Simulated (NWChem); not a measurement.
Molecule: LaCl2F; SMILES [F][La]([Cl])[Cl]

Program: NWChem. Structure relaxed at the PBE0/def2-SVP level. def2 effective core potentials on La; no spin-orbit coupling. Level: PBE0/def2-SVPD; the question gives the wavelength of the field.

Predict the results for field static. Quantities: isotropic polarisability (bohr³); anisotropy (bohr³).


```yaml
isotropic polarisability (bohr³): 69.9
anisotropy (bohr³): 32.4
```
